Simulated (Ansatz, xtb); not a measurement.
**Two isomers of AlClFHOSi**

Structure a: `[F][Al]([Cl])[O][SiH]`, a singlet. Structure b: `F[Si][O][AlH][Cl]`, a singlet. Both are isolated molecules in the gas phase, relaxed with B3LYP-D3(BJ)/def2-SVP; the shapes shown needn't be the lowest conformers.

a (Å):

```xyz
6

Al   -0.7222   -0.4578    1.2949
Cl    1.3110   -0.5174    0.8624
F    -1.6547   -1.7852    0.9732
O    -1.4334    0.9064    1.9820
Si   -2.1399    2.1841    2.7860
H    -2.5597    3.0080    1.5416
```

b (Å):

```xyz
6

Al   -1.2362   -2.2767   -0.8848
Cl   -1.2197   -4.3738   -0.7991
F    -4.8125   -0.8592   -1.4497
O    -2.6239   -1.4686   -0.3068
Si   -4.0940   -0.7909    0.0271
H    -0.0064   -1.4742   -1.4180
```

Quicker runs give these differences E(b) − E(a): GFN2-xTB −0.273 eV; HF/STO-3G −0.379 eV (at GFN2-xTB geometries); r2SCAN-D4/def2-SVP −0.302 eV (at GFN2-xTB geometries).

Question: Estimate E(b) − E(a) at the level CCSD(T)/def2-SVP + ΔMP2/def2-TZVPP.

Answer: Calculated at CCSD(T)/def2-SVP + ΔMP2/def2-TZVPP: E(b) − E(a) = −0.331 eV, so structure b lies lower.

Level by level:

| level | geometry | E(b) − E(a) (eV) | departure from the last row (eV) | job, with rough time for the two |
| --- | --- | --- | --- | --- |
| GFN2-xTB | GFN2-xTB | −0.273 | +0.058 | optimisation, 0.65 s |
| HF/STO-3G | GFN2-xTB | −0.379 | −0.049 | single point, 1.1 s |
| r2SCAN-D4/def2-SVP | GFN2-xTB | −0.302 | +0.028 | single point, 5.9 s |
| B3LYP-D3(BJ)/def2-SVP | B3LYP-D3(BJ)/def2-SVP | −0.308 | +0.022 | optimisation, 2.3 min |
| HF/def2-SVP | B3LYP-D3(BJ)/def2-SVP | −0.195 | +0.136 | part of the CCSD(T) run |
| MP2/def2-SVP | B3LYP-D3(BJ)/def2-SVP | −0.235 | +0.096 | part of the CCSD(T) run |
| CCSD(T)/def2-SVP | B3LYP-D3(BJ)/def2-SVP | −0.216 | +0.115 | single point |
| CCSD(T)/def2-SVP + ΔMP2/def2-TZVPP | B3LYP-D3(BJ)/def2-SVP | −0.331 |  | single point, 37 s |

As drawn, b has 1 F–Si, 1 Al–H in place of 1 Al–F, 1 Si–H.

The levels shown agree on the order. The largest departure from CCSD(T)/def2-SVP + ΔMP2/def2-TZVPP is that of HF/def2-SVP, 0.136 eV. The last row adds to CCSD(T) the change of the MP2 difference between the two basis sets, here −0.115 eV.

With harmonic frequencies from B3LYP-D3(BJ)/def2-SVP (ideal gas, rigid rotor, one conformer each, 1000 K, 1 atm): on the last row, ΔE + ΔZPE = −0.326 eV. A mode under 50 cm⁻¹ makes harmonic enthalpies and free energies unreliable, so none is given.

The correlated steps freeze 17 core orbitals. Codes used: Ansatz 0.2.0, xtb 6.7.1; the last row on 1 thread of Intel(R) Xeon(R) Platinum 8259CL CPU @ 2.50GHz (Skylake/Cascade Lake) on a shared host.
